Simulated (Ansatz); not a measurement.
C₅H₇O, doublet, geometry from GFN2-xTB. Base run: HF/6-31G in Ansatz (a quantum-chemistry and plane-wave program).

Input for Ansatz:
Ansatz 0.2 input:
```yaml
crystal:
  periodic: [false, false, false]
  atoms:
    - {symbol: O, position_ang: [0.86621014, 1.85237695, 0.41932361]}
    - {symbol: C, position_ang: [0.38773803, 0.78407659, 0.14767026]}
    - {symbol: C, position_ang: [1.13031082, -0.53613109, 0.11823589]}
    - {symbol: C, position_ang: [0.10007293, -1.55394979, -0.15458499]}
    - {symbol: C, position_ang: [-1.26070984, -0.97661338, -0.25052557]}
    - {symbol: C, position_ang: [-1.05781867, 0.53986589, -0.23544941]}
    - {symbol: H, position_ang: [1.66128402, -0.68928119, 1.06737361]}
    - {symbol: H, position_ang: [1.91559679, -0.49273990, -0.64885048]}
    - {symbol: H, position_ang: [0.29771513, -2.60671782, -0.19899775]}
    - {symbol: H, position_ang: [-1.88455267, -1.29697329, 0.59621214]}
    - {symbol: H, position_ang: [-1.78395604, -1.31528364, -1.15171294]}
    - {symbol: H, position_ang: [-1.21184967, 0.97718791, -1.22415264]}
    - {symbol: H, position_ang: [-1.72147821, 1.06130286, 0.45346232]}
basis:
  gaussian:
    orbitals: 6-31G
hamiltonian:
  xc: hf
magnetization: {spin_polarized: true, initial_magnetization: 1}
```

The base run was repeated with changes; each row names its change, and settings that it needs were set with it.

| change | ΔE vs base (mEh) |
|---|---|
| base | 0.000 |
| fitting.mean_field = def2-universal-JKFIT | 0.097 |
| fitting.mean_field = cc-pVTZ-JKFIT | 0.006 |
| point_charge = charge:-1.0 position_ang:-1.4974, 4.2677, 2.5989 | 8.389 |
| nuclear_model = gaussian | 0.029 |
| accuracy = high | -0.028 |
| point_charge = charge:0.5 position_ang:3.5828, -2.6383, -3.3005 | 1.884 |
| point_charge = charge:1.0 position_ang:-4.5727, -3.4405, 0.9905 | 3.807 |
| lower_state_search = full | 0.000 |
| lower_state_search = light | 0.000 |
| forces = on | 0.000 |
